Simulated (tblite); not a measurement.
Compound: C5H9ClOSi.
Cartesian coordinates in Å at the GFN2-xTB level; atoms count from 1:
```xyz
17
C5H9ClOSi angstrom
C      2.7347    0.2773   -0.2527
O      1.7266    0.2781    0.7296
C      0.4459    0.0864    0.3268
C     -0.0049   -0.0644   -0.9200
C     -1.4610   -0.2849   -1.0994
Cl    -1.7539   -2.0341   -1.5176
Si    -2.2392    0.0839    0.6145
C     -0.5364    0.0825    1.4652
H      3.6739    0.4143    0.2807
H      2.7575   -0.6716   -0.7971
H      2.5946    1.0970   -0.9644
H      0.6313   -0.0946   -1.7899
H     -1.8598    0.2570   -1.9556
H     -2.8590    1.4120    0.6222
H     -3.1440   -0.9687    1.0607
H     -0.3648   -0.8011    2.0808
H     -0.3484    0.9427    2.1063
```

Calculated harmonic vibrations of the isolated species, GFN2-xTB (tblite), most abundant isotopes, no scaling. Against measured fundamentals such values can be off by several per cent, at times by over 20. Modes of hydrogen on silicon can be 10 to 20 % off. One conformer, not necessarily the lowest.

Harmonic wavenumbers (cm⁻¹): 46.1, 83.5, 152.3, 171.8, 214.2, 242.4, 346.2, 378.1, 448.2, 474.4, 484.7, 510.4, 609.1, 621.1, 671.9, 739.0, 756.1, 763.8, 780.8, 803.8, 887.8, 1038.4, 1058.1, 1089.3, 1122.5, 1149.5, 1168.2, 1172.8, 1197.7, 1243.6, 1289.4, 1399.8, 1451.1, 1466.1, 1483.2, 1694.2, 2252.7, 2319.0, 2935.9, 2951.6, 2963.4, 2975.7, 3004.1, 3026.5, 3100.6.

A = 2151, B = 980.1, C = 739.3 MHz; mass 148.011 u (most abundant isotopes); point group C1, symmetry number 1.

Problem. What is the zero-point energy?

Solution. ½Σν̃ = 27370 cm⁻¹ = 327.41 kJ/mol.

Problem. Entropy at 298.15 K, 1 bar (ideal gas, RRHO, classical rotation)?

Solution. Translation 171.18, rotation 124.32, vibration 108.06: S = 403.6 J/(mol K).

Problem. And Cp and H(298.15 K) − H(0)?

Solution. Cp = 156.08 J/(mol K), of which vibrations give 122.82 (their classical limit is 45 R = 374.2); H(298.15 K) − H(0) = 27.54 kJ/mol without the zero-point energy, 17.62 from vibrations.

Problem. What must be added to the electronic energy to get the Gibbs energy at 298.15 K and 1 bar?

Solution. ZPE + [H(298.15 K) − H(0)] − T·S = 327.41 + 27.54 − 120.32 = 234.63 kJ/mol.

Problem. How do the functions run with temperature in this model?

Solution. 
```
T (K)  S (J/(mol K))  Cp (J/(mol K))  H − H(0) (kJ/mol)  G − H(0) (kJ/mol)  ln q(vib)
  150          320.7            92.1               9.13             -38.97       2.46
  250          377.9           135.7              20.51             -73.96       4.75
  400          455.0           194.9              45.47            -136.53       8.34
  600          545.6           251.6              90.53            -236.82      13.13
  900          658.5           304.2             174.60            -418.04      19.91
```

q(vib) and H(0) count from the zero-point level.

Problem. Which modes carry the vibrational entropy at 298.15 K?

Solution. 46.1 cm⁻¹: 20.83; 83.5 cm⁻¹: 15.93; 152.3 cm⁻¹: 11.06; 171.8 cm⁻¹: 10.11; 214.2 cm⁻¹: 8.40; 242.4 cm⁻¹: 7.47 J/(mol K); the other 39 give 34.26 together.

Hindered rotation and anharmonicity are outside this model. Other conformers, if any are populated, would add a mixing term that is left out. The structure is chiral; the term R ln 2 for an equal mix with its mirror image is left out.

On one thread of an Arm Neoverse N1 (shared host), this took 1.2 s of wall time. The figure is for the frequency step alone.
